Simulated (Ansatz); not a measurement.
Ideal-gas functions of FGeH$_{3}$S$_{3}$ (`[F][Ge]([SH])([SH])[SH]`) at 400 K and 1 bar, from an Ansatz frequency run at PBE0-D4/def2-TZVP.

Molar mass 190.83 g/mol, point group C1 (symmetry number 1), electronic degeneracy 1, moments of inertia 303.862, 328.248, 445.539 u Å². Harmonic wavenumbers (cm⁻¹, unscaled): 80, 112, 123, 146, 188, 200, 214, 240, 378, 438, 439, 697, 719, 760, 786, 2708, 2710, 2712.

Use S(trans) = R[1.5 ln M + 2.5 ln T − 1.1517]; rotational temperatures θ = 24.2544 K / I; S(rot) = R[ln(√π/σ · √(T³/θAθBθC)) + 1.5]; for each mode x = 1.438777 ν̃/T, S = R[x/(eˣ − 1) − ln(1 − e⁻ˣ)] and H = RT x/(eˣ − 1); 1 cm⁻¹ = 0.0119627 kJ/mol; R = 8.31446 J/(mol·K).

Question: By hand: the entropy, in J/(mol·K).

Answer: Translation 180.5. Rotation: θ = 0.0798, 0.0739, 0.0544 K, giving 125.4. Vibration, mode by mode: 18.70, 15.93, 15.16, 13.76, 11.72, 11.23, 10.69, 9.79, 6.37, 5.34, 5.33, 2.56, 2.40, 2.14, 1.99, 0.01, 0.01, 0.01, in all 133.1. Electronic 0.0. Sum 439.0 J/(mol·K).

Question: By hand: H − E and G − E in kJ/mol, counted from the electronic energy.

Answer: Zero-point energy ½ × 13650 × 0.0119627 = 81.6; thermal vibration 26.6; translation, rotation and pV give 4 RT = 13.3. H − E = 121.5 kJ/mol, and G − E = 121.5 − 400 × 439.0/1000 = -54.1 kJ/mol.

Vibration gives 30 % of the entropy, 63.6 J/(mol·K) of it from the modes under 150 cm⁻¹: soft modes count most, and the harmonic formula is weakest for them. The sum counts one conformer and one mirror image; others add a mixing term.
